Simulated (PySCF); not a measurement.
**Radial density of Al (aluminium, neutral)**

UHF, [Ne] 3s1 3p2, 3s spin antiparallel (an excited configuration). All numbers are calculated (PySCF 2.14, the spin-free X2C one-electron Hamiltonian (Gaussian nucleus), in dyall-acv3z).

```csv
r (bohr),4πr²ρ (e/bohr),4πr²(ρα − ρβ)
0.00224,0.09346,-0.0002
0.00377,0.2478,-0.0006
0.00635,0.6409,-0.0015
0.0107,1.590,-0.0036
0.0180,3.667,-0.0083
0.0302,7.473,-0.0163
0.0508,12.36,-0.0237
0.0854,14.56,-0.0144
0.144,10.87,0.0248
0.242,8.729,0.0419
0.407,12.55,-0.0083
0.684,9.036,-0.0013
1.15,2.022,-0.0666
1.93,0.9935,-0.0251
3.25,0.7840,0.3436
5.47,0.1805,0.1547
9.21,0.007380,0.0073
15.5,1.208e-05,0.0000
```

Densities and radii are taken from the X2C orbitals without a picture-change correction, which distorts them close to the nucleus.

With the s spin flipped the determinant is a mixture of two multiplicities, not a spectroscopic state.
